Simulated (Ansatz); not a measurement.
The cluster Pt3. The state is a triplet with charge 0. Geometry PBE-D4/def2-TZVP; atoms count from 1.

```
atom    x (Å)    y (Å)    z (Å)
 Pt1  -0.9726  -1.0247  -0.3010
 Pt2  -0.4103   1.3824   0.0856
 Pt3   1.3829  -0.3577   0.2154
```

In the def2 sets Pt takes a core potential; there is no spin–orbit coupling. At PBE0-D4/def2-TZVP a broken-symmetry singlet of charge 0 lies 0.14 eV below the triplet, each at its own geometry. The structure comes from a short search, and lower isomers may exist.

Estimate the Mulliken populations from the PBE0/def2-TZVP orbitals of Ansatz.


| atom | charge (e) | spin (α − β) | d electrons |
| --- | --- | --- | --- |
| Pt1 | 0.03 | 0.81 | 8.97 |
| Pt2 | 0.03 | 0.81 | 8.97 |
| Pt3 | -0.05 | 0.38 | 9.19 |
Mulliken values depend strongly on the basis.

Where does the spin sit?

Summed by element: Pt 2.00, of 2 unpaired in all. Largest on single atoms: Pt1 0.81, Pt2 0.81, Pt3 0.38.

And the Mayer bond orders between heavy atoms (over 0.3)?

Pt1–Pt2 1.27 (2.50 Å); Pt1–Pt3 0.90 (2.50 Å); Pt2–Pt3 0.90 (2.50 Å).
